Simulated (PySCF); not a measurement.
Two-dimensional NMR puzzle

Compound of formula C12H22BP. Correlations simulated from computed shifts and the bond graph:

HSQC (one-bond C–H):
| δH | δC |
| --- | --- |
| 7.46 | 136.8 |
| 7.40 | 138.8 |
| 7.32 | 129.8 |
| 7.32 | 137.4 |
| 2.75 | 27.1 |
| 1.50 | 10.4 |
| 1.03 | 25.8 |

COSY cross peaks (H two or three bonds apart, from the bond graph; peaks can be absent where the dihedral angle is near 90°):
| δH | δH |
| --- | --- |
| 7.46 | 7.32 |
| 7.46 | 7.32 |
| 7.40 | 7.32 |

HMBC (two and three bonds, from the bond graph):
| δH | δC |
| --- | --- |
| 7.46 | 153.2, 138.8, 137.4, 129.8 |
| 7.40 | 153.2, 136.8, 132.4, 129.8 |
| 7.32 | 138.8, 137.4, 136.8, 132.4 |
| 7.32 | 153.2, 136.8, 132.4, 129.8, 27.1 |
| 2.75 | 153.2, 137.4, 132.4 |
| 1.50 | 132.4, 33.2 |
| 1.25 | 132.4, 33.2, 10.4 |
| 1.03 | 33.2, 25.8 |

Carbons without hydrogens: δ 153.2, 132.4, 33.2.

Single conformer, non-relativistic, averaged over atoms made equivalent by symmetry, fast rotation or ring inversion, no solvent model. Geometry: PBE0-D3(BJ)/def2-SVP; PBE0/pcSseg-1 with gauge-including orbitals; PySCF 2.14.

Shifts are taken against calculated references (same method and geometry level): TMS for ¹H and ¹³C.

Exchangeable hydrogens are left out of these lists.

Work out the connectivity.

Results:

SMILES [BH3-][P@@+](C)(c1ccccc1C)C(C)(C)C.

Structure with atom numbers: `[BH3-:1][P@@+:2]([CH3:3])([c:4]1[cH:5][cH:6][cH:7][cH:8][c:9]1[CH3:10])[C:11]([CH3:12])([CH3:13])[CH3:14]`. Each H is labelled by its parent atom.

- δC 153.2 is C9, a substituted aromatic carbon.
- δC 138.8 is C5, an aromatic CH (δH 7.40).
- δC 137.4 is C8, an aromatic CH (δH 7.32).
- δC 136.8 is C7, an aromatic CH (δH 7.46).
- δC 132.4 is C4, a substituted aromatic carbon.
- δC 129.8 is C6, an aromatic CH (δH 7.32).
- δC 33.2 is C11, a fully substituted sp3 carbon bonded to P.
- δC 27.1 is C10, a methyl carbon on an aromatic ring (δH 2.75).
- δC 25.8 is C12/C13/C14, a methyl carbon (δH 1.03).
- δC 10.4 is C3, a methyl carbon bonded to P (δH 1.50).
- HMBC from δH 7.46 reaches the proton-free carbon C9.
- HMBC from δH 7.40 reaches the proton-free carbons C9, C4.
- HMBC from δH 7.32 reaches the proton-free carbon C4.
- HMBC from δH 7.32 reaches the proton-free carbons C9, C4.
- COSY links 7.46–7.32, 7.46–7.32, 7.40–7.32.

The data come from this structure; uniqueness wasn't tested.

Hydrogens on boron are broadened and split by ¹¹B (spin 3/2, 80 %) and 10B (spin 3). Shifts are as computed. Against solution values, carbons near 30 ppm lie about +2 ppm off and those near 130 ppm about +5 ppm. Of 1211 compounds with measured shifts, 218 miss one by over three times the rms of a fit or turn the order of signals round; such compounds aren't used in these exercises.
